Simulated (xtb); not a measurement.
BF3, singlet, from a rough starting geometry; GFN2-xTB (xtb).

Input for xtb:
```
$ xtb mol.xyz --gfn 2 --opt vtight --json

# file mol.xyz
4

B      0.04341890    -0.02664457     0.03459377
F     -0.03670545     1.34182219    -0.01779408
F      1.13694904    -0.66337954    -0.01384630
F     -1.13287505    -0.64181388    -0.01921693
```

Task: Predict the main parts of the log of this xtb run.

Result: 
```
   ID    Z sym.   atoms
    1    5 B      1
    2    9 F      2-4

           -------------------------------------------------
          |                Calculation Setup                |
           -------------------------------------------------

           -------------------------------------------------
          |                 G F N 2 - x T B                 |
           -------------------------------------------------

          ...................................................
          :                      SETUP                      :
          :.................................................:
          :  # basis functions                  16          :
          :  # atomic orbitals                  16          :
          :  # shells                            8          :
          :  # electrons                        24          :
          :  max. iterations                   250          :
          :  Hamiltonian                  GFN2-xTB          :
          :  restarted?                      false          :
          :  GBSA solvation                  false          :
          :  PC potential                    false          :
          :  electronic temp.          300.0000000     K    :
          :  accuracy                    1.0000000          :
          :  -> integral cutoff          0.2500000E+02      :
          :  -> integral neglect         0.1000000E-07      :
          :  -> SCF convergence          0.1000000E-05 Eh   :
          :  -> wf. convergence          0.1000000E-03 e    :
          :  Broyden damping             0.4000000          :
          :  net charge                          0          :
          :  unpaired electrons                  0          :
          ...................................................

 iter      E             dE          RMSdq      gap      omega  full diag
   1    -15.5099911 -0.155100E+02  0.100E+01    9.33       0.0  T
   2    -15.6074714 -0.974803E-01  0.626E+00    6.88       1.0  T
   3    -15.6132718 -0.580034E-02  0.247E+00    7.76       1.0  T
   4    -15.6168162 -0.354444E-02  0.719E-01    7.49       1.0  T
   5    -15.6143882  0.242799E-02  0.757E-01    7.93       1.0  T
   6    -15.6175043 -0.311611E-02  0.527E-02    7.61       1.0  T
   7    -15.6175017  0.266020E-05  0.375E-02    7.61       1.3  T
   8    -15.6175042 -0.256890E-05  0.124E-02    7.61       4.0  T
   9    -15.6175050 -0.751823E-06  0.930E-04    7.61      53.8  T
  10    -15.6175050 -0.721531E-09  0.169E-04    7.61     295.7  T

   *** convergence criteria satisfied after 10 iterations ***

         :::::::::::::::::::::::::::::::::::::::::::::::::::::
         ::                     SUMMARY                     ::
         :::::::::::::::::::::::::::::::::::::::::::::::::::::
         :: total energy             -15.569005273077 Eh    ::
         :: gradient norm              0.085121787428 Eh/a0 ::
         :: HOMO-LUMO gap              7.607264172116 eV    ::
         ::.................................................::
         :: SCC energy               -15.617504971622 Eh    ::
         :: -> isotropic ES            0.073376121859 Eh    ::
         :: -> anisotropic ES         -0.000574955967 Eh    ::
         :: -> anisotropic XC         -0.007836155297 Eh    ::
         :: -> dispersion             -0.000968265991 Eh    ::
         :: repulsion energy           0.048499698546 Eh    ::
         :: add. restraining           0.000000000000 Eh    ::
         :: total charge              -0.000000000000 e     ::
         :::::::::::::::::::::::::::::::::::::::::::::::::::::

      -----------------------------------------------------------
     |                   =====================                   |
     |                        A N C O P T                        |
     |                   =====================                   |
     |               Approximate Normal Coordinate               |
[...]
 * total energy  :   -15.5690053 Eh     change       -0.1492193E-09 Eh
 * total energy  :   -15.5592314 Eh     change        0.9773876E-02 Eh
 * total energy  :   -15.5735620 Eh     change       -0.1433062E-01 Eh
 * total energy  :   -15.5743087 Eh     change       -0.7467096E-03 Eh
 * total energy  :   -15.5744820 Eh     change       -0.1732849E-03 Eh
 * total energy  :   -15.5745087 Eh     change       -0.2671220E-04 Eh
 * total energy  :   -15.5745151 Eh     change       -0.6360473E-05 Eh
 * total energy  :   -15.5745157 Eh     change       -0.6316204E-06 Eh
 * total energy  :   -15.5745158 Eh     change       -0.4709088E-07 Eh
   *** GEOMETRY OPTIMIZATION CONVERGED AFTER 9 ITERATIONS ***
         :: total energy             -15.574515762750 Eh    ::
[...]
         :: -> dispersion             -0.000969600926 Eh    ::
         :: repulsion energy           0.054779126811 Eh    ::
         :: add. restraining           0.000000000000 Eh    ::
         :: total charge              -0.000000000000 e     ::
         :::::::::::::::::::::::::::::::::::::::::::::::::::::

           -------------------------------------------------
          |                Property Printout                |
           -------------------------------------------------

    * Orbital Energies and Occupations

         #    Occupation            Energy/Eh            Energy/eV
      -------------------------------------------------------------
         1        2.0000           -0.8832241             -24.0338
         2        2.0000           -0.8750873             -23.8123
         3        2.0000           -0.8750509             -23.8113
         4        2.0000           -0.6259121             -17.0319
         5        2.0000           -0.6129633             -16.6796
         6        2.0000           -0.6047706             -16.4566
         7        2.0000           -0.6047695             -16.4566
         8        2.0000           -0.5606398             -15.2558
         9        2.0000           -0.5606137             -15.2551
        10        2.0000           -0.5545462             -15.0900
        11        2.0000           -0.5545397             -15.0898
        12        2.0000           -0.5536489             -15.0656 (HOMO)
        13                         -0.2485454              -6.7633 (LUMO)
        14                          0.2646172               7.2006
        15                          0.5224182              14.2157
        16                          0.5230303              14.2324
      -------------------------------------------------------------
                  HL-Gap            0.3051035 Eh            8.3023 eV
             Fermi-level           -0.4010972 Eh          -10.9144 eV

     #   Z          covCN         q      C6AA      α(0)
     1   5 B        2.166     0.675    24.368    10.191
     2   9 F        0.723    -0.225    11.504     4.005
     3   9 F        0.723    -0.225    11.503     4.005
     4   9 F        0.723    -0.225    11.503     4.005

 Mol. C6AA /au·bohr⁶  :        218.184111
 Mol. C8AA /au·bohr⁸  :       5100.021443
 Mol. α(0) /au        :         22.206525

Wiberg/Mayer (AO) data.
largest (>0.10) Wiberg bond orders for each atom

 ---------------------------------------------------------------------------
     #   Z sym  total        # sym  WBO       # sym  WBO       # sym  WBO
 ---------------------------------------------------------------------------
     1   5 B    3.278 --     4 F    1.093     3 F    1.093     2 F    1.093
     2   9 F    1.205 --     1 B    1.093
     3   9 F    1.206 --     1 B    1.093
     4   9 F    1.206 --     1 B    1.093
 ---------------------------------------------------------------------------

Topologies differ in total number of bonds
Writing topology from bond orders to xtbtopo.mol

molecular dipole:
                 x           y           z       tot (Debye)
 q only:       -0.000      -0.000      -0.000
   full:       -0.000      -0.001      -0.000       0.002
molecular quadrupole (traceless):
                xx          xy          yy          xz          yz          zz
 q only:       -1.019      -0.000      -1.018      -0.008       0.002       2.037
  q+dip:       -1.670      -0.000      -1.669      -0.013       0.003       3.339
   full:       -2.097      -0.000      -2.095      -0.016       0.004       4.192

optimized geometry written to: xtbopt.xyz

           -------------------------------------------------
          | TOTAL ENERGY              -15.574515762750 Eh   |
          | GRADIENT NORM               0.000098111363 Eh/α |
          | HOMO-LUMO GAP               8.302288875016 eV   |
           -------------------------------------------------

normal termination of xtb
```
